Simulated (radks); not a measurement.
Question: The mean radii <r> (bohr) of the occupied orbitals of an atom or ion are listed with their occupations. Method: scalar-relativistic Kohn-Sham, r2SCAN, spin-polarised, spherical densities, finite nucleus; meta-GGA in the generalised Kohn-Sham scheme; Fermi nuclear charge, rms radius of each element as measured or else 0.836 A^(1/3) + 0.57 fm; computed with a radial shooting solver on a logarithmic mesh with Libxc functionals.

orbital  occ.      <r>
1s up       1  0.02723
1s down     1  0.02723
2s up       1   0.1171
2s down     1   0.1171
2p up       3   0.1025
2p down     3   0.1025
3s up       1   0.3134
3s down     1   0.3134
3p up       3   0.3117
3p down     3   0.3117
3d up       5   0.2886
3d down     5   0.2886
4s up       1   0.7405
4s down     1   0.7409
4p up       3   0.7919
4p down     3   0.7918
4d up       5   0.9178
4d down     5   0.9130
5s up       1    1.846
5s down     1    1.826
5p up       2    2.104

Name the element and its charge. Open shells, if any, are filled with parallel spins first.

Answer: Z = 53, iodine, charge +3: I3+ in [Kr] 4d10 5s2 5p2. The 1s radius gives Z: for a bare nucleus <r> = (2 gamma + 1)/(2Z) with gamma = sqrt(1 - (Z/c)^2), 0.02683 bohr for Z = 53, and screening makes it slightly larger (0.02723 here). The occupations add up to 50, and the charge is Z minus that.
